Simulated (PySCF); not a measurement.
Sr(Cl)2 cation (Cl2Sr), SMILES [Cl][Sr][Cl] (connectivity only; charge and spin as stated), charge +1, multiplicity 2.

Geometry optimised at B3LYP-D3(BJ)/def2-TZVP. The spin state was assumed, not searched. The isomer is the one that the SMILES or the coordinates give; other isomers of the formula were not compared. The def2 effective core potentials stand for the cores of Sr; spin–orbit coupling is left out.

Two levels are set side by side: PBE/def2-TZVPD (PySCF) and B3LYP/def2-TZVPD (PySCF). Same geometry, gas phase. Differences are taken from unrounded values.

```csv
quantity,PBE
α-spin orbital gap (eV),4.04
β-spin orbital gap (eV),1.29
mean polarisability (bohr³),58.0
```

These are the PBE values. What does B3LYP give? (Estimate from the structure and the level; the computed values follow.)


| quantity | B3LYP | PBE minus B3LYP |
|---|---|---|
| α-spin orbital gap (eV) | 5.40 | -1.37 |
| β-spin orbital gap (eV) | 3.06 | -1.77 |
| mean polarisability (bohr³) | 58.6 | -0.6 |

Rough cost on one machine, each run with all the roots and properties that it gave: B3LYP against PBE within a factor of 2.
